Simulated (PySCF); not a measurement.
Electron correlation in Cr (chromium, neutral)

[Ar] 3d4 4s1 5s1, high-spin 7D determinant (an excited configuration). All numbers are calculated (PySCF 2.14, the non-relativistic Hamiltonian (point nucleus), in aug-cc-pVTZ with one added diffuse shell each of s, p, d, f, g type (9s8p6d4f3g, 118 functions)). Frozen: [Ar]; 6 electrons correlated.

MP2 pair energies summed by pair of shells (mhartree):

```tsv
pair	energy	share (%)
3d-3d	-42.43	74.2
3d-4s	-11.70	20.5
4s-5s	-1.96	3.4
3d-5s	-1.11	1.9
```

Total MP2 correlation energy: -57.19 mhartree.

Same-spin part -57.19 and opposite-spin part 0.00 mhartree; SCS-MP2 scales them by 1/3 and 6/5 to -19.06 mhartree.
